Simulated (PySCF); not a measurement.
A structure optimised at PBE-D3(BJ)/def2-SVP, used in a PySCF frequency run:

```xyz
4

Br    -1.6099    -0.9295    -0.0165
C      0.0000     0.0000     0.2885
Br     1.6099    -0.9295    -0.0165
Br     0.0000     1.8589    -0.0165
```
Charge 0, spin multiplicity 2.

Question: Write its SMILES, formula and point group.

Answer: Br[C](Br)Br, CBr3, C3v

Question: What are its rotational constants (standard atomic weights)?

Answer: 1.2171, 1.2171, 0.61011 GHz
